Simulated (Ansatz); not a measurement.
arachno-B4H10 (B₄H₁₀). Charge 0, multiplicity 3. Geometry PBE0-D4/def2-SVP, that of the neutral singlet; atoms count from 1.

```xyz
14

B    -1.029   -0.853    0.517
B     0.734   -0.319    0.599
B     0.837    0.488   -1.055
B    -0.444    0.869    0.214
H    -1.560   -1.034    1.583
H     1.399   -0.104    1.572
H     1.708    1.313   -1.170
H    -0.500    1.812    0.951
H     0.231   -1.489    0.628
H    -1.593    0.352    0.032
H     1.460   -0.606   -0.407
H    -0.364    1.235   -1.003
H    -1.392   -1.518   -0.427
H     0.516   -0.147   -2.034
```

At PBE0-D4/def2-TZVP a singlet of charge 0 lies 7.21 eV below the triplet at the same geometry.

Estimate the Mulliken populations from the PBE0/def2-TZVP orbitals of Ansatz.


```json
{"atom": "B1", "charge (e)": "-0.36", "spin (α − β)": "0.13"}
{"atom": "B2", "charge (e)": "-0.11", "spin (α − β)": "0.23"}
{"atom": "B3", "charge (e)": "-0.36", "spin (α − β)": "0.13"}
{"atom": "B4", "charge (e)": "-0.11", "spin (α − β)": "0.23"}
{"atom": "H5", "charge (e)": "0.04", "spin (α − β)": "-0.01"}
{"atom": "H6", "charge (e)": "0.05", "spin (α − β)": "-0.01"}
{"atom": "H7", "charge (e)": "0.04", "spin (α − β)": "-0.01"}
{"atom": "H8", "charge (e)": "0.05", "spin (α − β)": "-0.01"}
{"atom": "H9", "charge (e)": "0.13", "spin (α − β)": "0.27"}
{"atom": "H10", "charge (e)": "0.13", "spin (α − β)": "0.27"}
{"atom": "H11", "charge (e)": "0.13", "spin (α − β)": "0.27"}
{"atom": "H12", "charge (e)": "0.13", "spin (α − β)": "0.27"}
{"atom": "H13", "charge (e)": "0.11", "spin (α − β)": "0.13"}
{"atom": "H14", "charge (e)": "0.11", "spin (α − β)": "0.13"}
```
Mulliken values and Mayer orders depend strongly on the basis.

Where does the spin sit?

Summed by element: B 0.71, H 1.29, of 2 unpaired in all. Largest on single atoms: H9 0.27, H10 0.27, H11 0.27.

And the Mayer bond orders between bonded heavy atoms (over 0.3)?

B1–B2 0.56 (1.84 Å); B1–B4 0.56 (1.84 Å); B2–B3 0.56 (1.84 Å); B2–B4 0.49 (1.72 Å); B3–B4 0.56 (1.84 Å).
